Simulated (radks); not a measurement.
Numerical settings for neutral gallium, [Ar] 3d10 4s2 4p1. Method: Dirac Kohn-Sham, LDA (Slater exchange, Perdew-Wang correlation), spin-unpolarised, spherical densities, finite nucleus; open shells fill j = l - 1/2 first; Fermi nuclear charge, rms radius 3.9973 fm; computed with a radial shooting solver on a logarithmic mesh with Libxc functionals. The defaults (mesh step 0.008 in ln r, mesh end at 40 bohr or more with all orbitals vanishing there, Anderson mixing 0.5 over 9 steps, residual threshold near 1e-9 with the energy settled to 1e-9 hartree or 1e-11 of itself, here a cap of 78 iterations) give E = -1941.1951 hartree and 4p1/2 at -2.779 eV in 15 iterations. Run on one thread of a shared host, so times are rough (Arm Neoverse V2): 0.11 s of CPU time, 0.11 s wall, 15 iterations on 2381 mesh points. Changes against that run (0 stands for a change within the tolerance of the run):

[
 {"setting": "mesh step in ln r 0.003", "iterations": "15", "converged": "yes", "E (mhartree)": "0", "e(4p1/2) (meV)": "0", "CPU (s)": "0.26"},
 {"setting": "mesh step in ln r 0.012", "iterations": "15", "converged": "yes", "E (mhartree)": "0", "e(4p1/2) (meV)": "0", "CPU (s)": "0.07"},
 {"setting": "mesh step in ln r 0.02", "iterations": "15", "converged": "yes", "E (mhartree)": "0", "e(4p1/2) (meV)": "0", "CPU (s)": "0.05"},
 {"setting": "mesh end (bohr) 20", "iterations": "15", "converged": "yes", "E (mhartree)": "0", "e(4p1/2) (meV)": "+0.0246", "CPU (s)": "0.1"},
 {"setting": "mesh end (bohr) 1", "iterations": "13", "converged": "level above zero", "E (mhartree)": "+1.2e+05", "e(4p1/2) (meV)": "+7.27e+05", "CPU (s)": "0.06"},
 {"setting": "residual threshold 0.01", "iterations": "11", "converged": "yes", "E (mhartree)": "0", "e(4p1/2) (meV)": "-0.00637", "CPU (s)": "0.09"},
 {"setting": "residual threshold 0.1", "iterations": "11", "converged": "yes", "E (mhartree)": "0", "e(4p1/2) (meV)": "-0.00637", "CPU (s)": "0.09"},
 {"setting": "mixing 0.05", "iterations": "22", "converged": "yes", "E (mhartree)": "0", "e(4p1/2) (meV)": "0", "CPU (s)": "0.14"},
 {"setting": "linear mixing, mixing 0.8", "iterations": "78", "converged": "no", "E (mhartree)": "+4.01e+04", "e(4p1/2) (meV)": "-7.89e+03", "CPU (s)": "1.4"},
 {"setting": "linear mixing, mixing 1", "iterations": "78", "converged": "no", "E (mhartree)": "+2.19e+05", "e(4p1/2) (meV)": "+2.8e+03", "CPU (s)": "1.7"},
 {"setting": "mixing history 20", "iterations": "23", "converged": "yes", "E (mhartree)": "0", "e(4p1/2) (meV)": "0", "CPU (s)": "0.13"},
 {"setting": "iteration cap 5", "iterations": "5", "converged": "no", "E (mhartree)": "+9.61", "e(4p1/2) (meV)": "+227", "CPU (s)": "0.05"}
]

Settled on a wrong energy, with an occupied level pushed above zero by the early mesh end: mesh end (bohr) 1 (+120 hartree). Apart from these: no run marked as converged misses the energy by more than 1 mhartree. A mesh that ends early acts as a hard wall.
